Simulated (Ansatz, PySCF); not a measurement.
Molecule: InF, net charge 0, singlet state. SMILES: [F][In]
Geometry from a B3LYP-D3(BJ)/def2-TZVP (Ansatz, a first-principles code) optimisation:
```
F
In 1 2.0109
```
Charge 0, spin multiplicity 1.

Wanted: vertical triplet-singlet gap, E(triplet) - E(singlet), in eV. Conventions: LANL2DZ with its own core potentials from Na on; no spin-orbit coupling; frozen cores in correlated levels (noble-gas shells and the d and f shells of earlier blocks); def2 sets with scalar-relativistic core potentials past Kr; 6-31G* and kin with 6d, 5d where marked; each state is the SCF solution reached for its charge and spin; UHF or UKS for open shells; STO-3G and 3-21G all-electron and non-relativistic. Ab initio and DFT rows: single points at B3LYP-D3(BJ) geometries (Ansatz). Levels can end on unlike triplets.

```csv
level,program,"vertical triplet-singlet gap, E(triplet) - E(singlet) (eV)"
HF/6-31G* with LANL2DZ past Ar,Ansatz,2.89
PBE/6-31G* with LANL2DZ past Ar,Ansatz,3.37
B3LYP/STO-3G,Ansatz,3.07
B3LYP/3-21G,Ansatz,3.49
B3LYP/6-31G* with LANL2DZ past Ar,Ansatz,3.51
M06-2X/6-31G* with LANL2DZ past Ar (5d),PySCF,3.76
MP2/6-31G* with LANL2DZ past Ar,Ansatz,3.27
PBE/def2-TZVPD,Ansatz,3.88
M06-2X/def2-TZVPD,PySCF,3.67
wB97M-V/def2-TZVPD,Ansatz,3.86
```

No value to compare with is used here. The 7 habitual levels span 2.89 (HF/6-31G* with LANL2DZ past Ar) to 3.76 eV (M06-2X/6-31G* with LANL2DZ past Ar (5d)); wB97M-V/def2-TZVPD gives 3.86.

The levels are drawn from those run, B3LYP/6-31G* more often than the rest, none by its result; runs whose electronic state is in doubt are left out.
